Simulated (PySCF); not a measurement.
Be(OMe)(SiH3) (CH₆BeOSi), SMILES C[O][Be][SiH3].

The structure is a stationary point at ωB97X-D3(BJ)/def2-SVP. One conformer was computed; it need not be the lowest.

These are C-PCM-PBE0/def2-SVP in PySCF values and carry that method's errors.

The values are the electrostatic part of the solvation free energy, E(continuum) − E(gas) at the gas-phase geometry, in a cavity of scaled van der Waals radii (PySCF's table); cavitation and dispersion terms are not included. A continuum can't describe solvent molecules that bind to the metal. In vacuum the orbital gap is 7.65 eV. The dipole moment in vacuum is 2.48 D.

```json
[
 {"solvent": "water", "ε": "78.36", "ΔG(elec) (kcal/mol)": "-2.4", "dipole (D)": "3.00", "gap (eV)": "7.78"},
 {"solvent": "diethylether", "ε": "4.24", "ΔG(elec) (kcal/mol)": "-1.8", "dipole (D)": "2.86", "gap (eV)": "7.74"},
 {"solvent": "acetonitrile", "ε": "35.69", "ΔG(elec) (kcal/mol)": "-2.4", "dipole (D)": "2.99", "gap (eV)": "7.77"}
]
```
